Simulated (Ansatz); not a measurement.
A geometry relaxed with B3LYP-D3(BJ)/def2-SVP (Ansatz, a program for electronic structure), charge 0, multiplicity 1:

```xyz
12

H      2.7529    -0.4458    -0.7492
Ga    -0.1360    -0.9648    -0.6565
C      2.3326     0.3562    -0.1095
H     -1.5501     0.9759     0.9765
O     -1.8425    -0.7372    -0.2126
H      2.8440     0.2986     0.8694
C     -2.3389     0.2936     0.6119
H     -2.8502    -0.1386     1.4916
H      2.6082     1.3232    -0.5701
H     -3.0825     0.8960     0.0585
H      0.3218    -2.1292    -1.5708
O      0.9409     0.2720     0.0591
```

### Question
Write the SMILES of this molecule.

### Answer
`C[O][GaH][O]C`
